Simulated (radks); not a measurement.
Question: Numerical settings for the beryllium ion Be3+, 1s1. Method: non-relativistic Kohn-Sham, PBEsol, spin-polarised, spherical densities, point nucleus; open shells are filled with parallel spins first; computed with a radial shooting solver on a logarithmic mesh with Libxc functionals. The defaults (mesh step 0.008 in ln r, mesh end at 40 bohr or more with all orbitals vanishing there, Anderson mixing 0.5 over 9 steps, residual threshold near 1e-9 with the energy settled to 1e-9 hartree or 1e-11 of itself, here a cap of 89 iterations) give E = -7.9302 hartree and 1s at -191.33 eV in 13 iterations. Run on one thread of a shared host, so times are rough (Arm Neoverse V1): 0.04 s of CPU time, 0.04 s wall, 13 iterations on 2476 mesh points. One setting is changed at a time: mesh step in ln r 0.003; mesh step in ln r 0.05; mesh step in ln r 0.2; mesh end (bohr) 8; mesh end (bohr) 400; residual threshold 0.01; residual threshold 1e-16; mixing 0.2; linear mixing, mixing 0.8; linear mixing, mixing 0.5; mixing history 3; iteration cap 5. Which runs fail to converge, and which converge to a wrong energy?

Answer: Not converged within the cap: mesh step in ln r 0.2; residual threshold 1e-16; iteration cap 5. No run marked as converged misses the energy by more than 1 mhartree.
